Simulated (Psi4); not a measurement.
Here is a job for Psi4.
```
memory 2 GB

molecule {
0 2
  Ge    1.98490000    0.32140000    0.05310000
  Ge    0.00960000   -0.18090000   -1.31600000
  Ge   -2.01290000   -0.00240000    0.07130000
  H     2.63090000   -0.85080000    0.76190000
  H     1.73520000    1.31720000    1.16370000
  H     3.12890000    0.94510000   -0.70680000
  H     0.13490000   -1.75990000   -1.31940000
  H    -2.72950000   -1.29130000    0.39510000
  H    -3.10450000    0.86120000   -0.52500000
  H    -1.77740000    0.64030000    1.42220000
}

set basis sto-3g
set reference uks

energy('wb97x')
print_variables()
```

### Question
What nuclear repulsion energy does WB97X/STO-3G in Psi4 give?

### Answer
719.7732 Eh

### Question
Give the dipole moment at the level WB97X/STO-3G.

### Answer
0.84 D

### Question
Estimate the total energy that WB97X/STO-3G returns for this input.

### Answer
-6163.5233 Eh

### Question
Estimate the <S^2> that WB97X/STO-3G returns for this input.

### Answer
0.752

These values belong to the state on which the SCF converged, which isn't shown to be the lowest.
